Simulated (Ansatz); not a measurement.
# Relaxing a trial structure of CH5In

The starting geometry of this gas-phase triplet was optimised with GFN2-xTB as a singlet; its bonds are those of `[CH3][InH2]`.

| atom | x (Å) | y (Å) | z (Å) |
| --- | --- | --- | --- |
| C | 1.3858 | -0.0149 | -1.1794 |
| In | -0.6500 | 0.1634 | -0.3284 |
| H | -1.6918 | -1.1842 | 0.0157 |
| H | 1.5222 | -1.0133 | -1.5961 |
| H | 1.5250 | 0.7306 | -1.9625 |
| H | -1.4084 | 1.6704 | 0.0889 |
| H | 2.1288 | 0.1523 | -0.3995 |

Predict what becomes of its bonds when it is optimised with PBE0-D3(BJ)/def2-SVP.

It loosens into CH3In + H2, which stay close as a complex. Distances that change by over a tenth: H3–H6 (2.87 → 0.78 Å). Contacts that open: In2–H3 (1.74 → 2.54 Å), In2–H6 (1.74 → 2.54 Å).

The energy falls by 2.45 eV over 25 steps:

```
step  E − E(last) (eV)
   1             2.452
   4             1.587
   6             1.103
   9             0.749
  12             0.140
  14             0.008
  17             0.000
  20             0.000
  22             0.000
  25             0.000
```

Final geometry (Å):

```xyz
7

C     1.4295   -0.0221   -1.3011
In   -0.8271   -0.1157   -1.7131
H    -1.4548   -0.0511    0.7444
H     1.8369   -1.0040   -1.5626
H     1.8247    0.8006   -1.9057
H    -1.4600    0.7136    0.6005
H     1.4620    0.1830   -0.2236
```

The end wasn't checked by frequencies. Open shells are spin-unrestricted. The triplet needn't be the ground state. Atoms past krypton carry core potentials, without spin–orbit terms. Run with Ansatz 0.2.0, 100 s on 1 thread of Arm Neoverse V1 (shared host).
